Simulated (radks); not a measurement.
Species: the cobalt ion Co16+. Configuration: [Ne] 3s1.

Method: non-relativistic Kohn-Sham, Slater X-alpha with alpha = 1.033, spin-polarised, spherical densities, point nucleus; open shells are filled with parallel spins first; computed with a radial shooting solver on a logarithmic mesh with Libxc functionals.

Energy parts (Ry):
part                   energy
total             -2550.34405
kinetic            2550.34405
electron-nucleus  -5514.95641
Hartree             538.14316
exchange           -123.87484

Orbitals (lengths in bohr, moments of r in powers of bohr; r(max) is where P^2 peaks):
[
 {"orbital": "1s up", "occ.": "1", "eigenvalue (Ry)": "-602.2703", "r(max)": "0.03739", "<r^2>": "0.004304"},
 {"orbital": "1s down", "occ.": "1", "eigenvalue (Ry)": "-602.1453", "r(max)": "0.03739", "<r^2>": "0.004304"},
 {"orbital": "2s up", "occ.": "1", "eigenvalue (Ry)": "-107.0751", "r(max)": "0.2128", "<r^2>": "0.07471"},
 {"orbital": "2s down", "occ.": "1", "eigenvalue (Ry)": "-106.9137", "r(max)": "0.2128", "<r^2>": "0.07439"},
 {"orbital": "2p up", "occ.": "3", "eigenvalue (Ry)": "-99.24381", "r(max)": "0.1696", "<r^2>": "0.05845"},
 {"orbital": "2p down", "occ.": "3", "eigenvalue (Ry)": "-99.10185", "r(max)": "0.1696", "<r^2>": "0.05819"},
 {"orbital": "3s up", "occ.": "1", "eigenvalue (Ry)": "-40.05109", "r(max)": "0.5964", "<r^2>": "0.4560"},
 {"orbital": "3s down", "occ.": "0", "eigenvalue (Ry)": "-38.76676", "r(max)": "0.5916", "<r^2>": "0.4542"}
]

The highest occupied level is 3s up at -544.92 eV. For comparison, the ionisation energy in NIST's Atomic Spectra Database is 546.59 eV (semi-empirical). In exact Kohn-Sham theory the highest level is minus the ionisation energy, but local and semilocal functionals leave it too shallow, through self-interaction and a potential that decays too fast; potentials with the right tail come closer. The density falls to 0.001 e/bohr^3 at r = 1.37 bohr. Summed over all electrons, <r^2> = 0.9636 bohr^2, which gives a Langevin (diamagnetic) susceptibility term of -0.763 x 10^-6 cm^3/mol. Virial ratio -V/T = 2.00000. The electron density at the nucleus is 1.348e+04 e/bohr^3. Spin moment in Bohr magnetons: 1.
